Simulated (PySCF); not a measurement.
Static response to an electric field

C₄H₃ClF₂O₂.
Cartesian coordinates in Å at the GFN2-xTB level; atoms count from 1:
```
atom  x, y, z in Å
O1     0.287    2.221    0.813
C2    -0.404    1.521    0.139
C3    -0.123    0.080   -0.176
C4     1.293   -0.407    0.111
F5     1.547   -0.361    1.430
F6     1.445   -1.693   -0.246
Cl7    2.500    0.575   -0.752
C8    -1.235   -0.895   -0.086
O9    -0.746   -0.443   -1.306
H10   -1.343    1.863   -0.332
H11   -1.001   -1.920    0.178
H12   -2.218   -0.540    0.200
```

Level: B3LYP/def2-SVPD (PySCF), static field, nuclei fixed, core orbitals frozen in the response. The polarisability tensor in these axes (au):

```
x   75.13  7.69 -0.28
y    7.69 70.53  1.77
z   -0.28  1.77 58.13
```

Problem. What are the eigenvalues, a third of the trace, and Δα (Δα² = ½Σ(αi − αj)² over the three pairs)?

Solution. Principal values 57.74, 65.16 and 80.89 au; mean 67.93 au = 10.07 Å³ = 11.20 × 10⁻⁴⁰ C²·m²/J; Δα = 20.47 au (30 % of the mean).

Problem. What is the dipole moment, and where does it point?

Solution. (-3.06, -1.18, -0.08) D, 3.28 D in size, pointing from the negative to the positive side. Measured along this direction, the outermost atoms are Cl7 at the negative end and H12 at the positive end.

Problem. In TDDFT the mean static polarisability is Σ f/ω² over all singlet excitations (ω in hartree). How much of it do the 8 lowest give? Their energies (eV) and oscillator strengths: 4.16, 0.0003; 6.10, 0.0123; 6.34, 0.0107; 6.42, 0.0031; 6.70, 0.0001; 7.20, 0.0847; 7.48, 0.0272; 7.57, 0.0266.

Solution. They add up to 2.42 au, 3.6 % of the 67.93 au; the largest single term is 1.21 au, from the state at 7.20 eV. Terms in order: 0.01, 0.24, 0.20, 0.06, 0.00, 1.21, 0.36, 0.34 au. Higher excitations give the rest. The strengths listed sum to 0.165.

Problem. Rayleigh depolarisation ratio (linearly polarised light, static tensor)?

Solution. ρ = 3Δα²/(45ᾱ² + 4Δα²) = 1257.4/(207642 + 1676.5) = 0.00601.

Problem. How large is μ²/3kT at 400 K beside α?

Solution. In Gaussian units μ²/3kT = 64.92 Å³ against 10.07 Å³, a ratio of 6.45; the Debye molar polarisation (4π/3)N_A(α + μ²/3kT) is 189.2 cm³/mol, leaving out the vibrational part.

Problem. Refractivity n − 1 of an ideal gas of it at 350 K and 1 atm, from the electronic α?

Solution. N = p/kT = 2.0968 × 10¹⁹ cm⁻³, so n − 1 = 2π × N × 10.07 × 10⁻²⁴ cm³ = 1326 × 10⁻⁶ at long wavelengths, for an ideal gas.

Isolated species at its GFN2-xTB geometry (one conformer only).

These values come from a run that also computed excited states. On Arm Neoverse N1, one thread, no GPU, shared host, this took 85 s wall and 0.85 GiB of memory at its peak.
